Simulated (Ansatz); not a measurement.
Geometry optimisation, RKS B3LYP-D4/def2-SVP in Ansatz.

The input (input.yaml):

```yaml
crystal:
  periodic: [false, false, false]
  atoms:
    - { symbol: O, position_ang: [2.2802, 0.2033, 0.7393] }
    - { symbol: C, position_ang: [0.888, 0.0702, 0.407] }
    - { symbol: "N", position_ang: [0.2566, -0.6625, -0.565] }
    - { symbol: Ge, position_ang: [-1.3908, -0.087, -0.3744] }
    - { symbol: F, position_ang: [-1.8687, 1.1137, -1.5859] }
    - { symbol: S, position_ang: [-0.6189, 0.7341, 1.2698] }
    - { symbol: H, position_ang: [1.02242, -1.19617, -1.0236] }
    - { symbol: H, position_ang: [-2.4322, -1.2322, -0.1234] }
basis:
  gaussian: { orbitals: def2-SVP }
hamiltonian:
  xc: b3lyp
  dispersion: d4
relax:
  f_tol: 0.02
  max_steps: 50
```

Run as:

```bash
$ ansatz run input.yaml --threads 2 --pin off --max-ram 3072MiB --backend cpu --events-out ev --progress --plain --runs-dir out
```

**Question.** Where does it end, and by what steps?

**Answer.** It converged. After 8 steps the energy has fallen by 2.756 eV; S6 moved furthest, 0.27 Å. The start is strongly strained (largest force component 10 eV/Å).

```tsv
step	energy less start (eV)	largest force component (eV/Å)	accepted
0	0.0000	9.753	yes
1	-2.3221	5.349	yes
2	-2.5746	3.405	yes
3	-2.7003	2.313	yes
4	-2.7308	1.001	yes
5	-2.7517	0.306	yes
6	-2.7549	0.125	yes
7	-2.7549	0.086	yes
8	-2.7558	0.017	yes
```

```xyz
8
Properties=species:S:1:pos:R:3
O 2.115 0.094 0.825
C 0.972 0.053 0.495
N 0.371 -0.600 -0.556
Ge -1.406 -0.106 -0.330
F -1.935 0.911 -1.640
S -0.466 0.921 1.387
H 0.943 -1.121 -1.217
H -2.458 -1.209 -0.221
```

Time of the run: 16 s on 2 threads of AMD EPYC 9R45 96-Core Processor (Zen 5), on a shared host, peak memory 0.32 GiB.
